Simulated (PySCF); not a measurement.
Gas-phase equilibrium of 1 mol ZnCl2, 11 mol H2O at 2000 K and 0.00100 bar, among 18 species (ClO, O2, HCl, O, HO2, Zn, H2O, H, Zn(OH)2, HOCl, H2O2, O3, H2, ZnH2, ZnCl2, Cl, Cl2, OH). Only gases are allowed; each row takes one source of thermochemistry for all species, and Cantera finds the minimum.

Energies from PySCF, thermal terms from the rigid-rotor harmonic-oscillator model, ideal gas at 1 bar. † marks an energy on the PBE0/def2-TZVP geometry and frequencies; other levels use their own. 6-31G* has spherical d functions here. Open shells (unrestricted) among the columns below: O2 (multiplicity 3), O (multiplicity 3, electronic degeneracy 9), H (multiplicity 2), Cl (multiplicity 2, electronic degeneracy 6), OH (multiplicity 2, electronic degeneracy 4); the rest are closed-shell singlets. Spin-orbit splitting is ignored; it lowers the true energy and changes the entropy of O, Cl, OH. B3LYP is the form with VWN-RPA correlation. Zn: all electrons, no relativistic terms. The harmonic model lacks anharmonicity and excited electronic states, which grow with temperature; levels with a mode under 35 cm⁻¹ are left out.

Molecules larger than those listed are left out. Table species left out: Zn+.

With B3LYP/6-31G* thermochemistry: H2O 0.24, H2 0.33, O2 0.19, HCl 0.084, Zn 0.059, H 0.031, Cl 0.034, OH 0.027, O 0.0061.

**Question.** How far does the composition move with the other sources (PBE/def2-SVP, PBE0/def2-TZVP, ωB97X-V/def2-TZVP†)?

**Answer.** 
```csv
thermochemistry,x H2O,x H2,x O2,x HCl,x Zn,x H,x Cl,x OH,x O
B3LYP/6-31G*,0.24,0.33,0.19,0.084,0.059,0.031,0.034,0.027,0.0061
PBE/def2-SVP,0.37,0.23,0.16,0.12,0.062,0.058,0.0087,0.0062,0.00026
PBE0/def2-TZVP,0.58,0.081,0.069,0.12,0.068,0.030,0.018,0.028,0.0037
ωB97X-V/def2-TZVP†,0.57,0.10,0.078,0.12,0.068,0.022,0.018,0.025,0.0030
```
The most sensitive of these is O: it spans a factor of 10^1.4 over these rows; at this temperature one factor of ten is RT ln 10 = 38 kJ/mol.
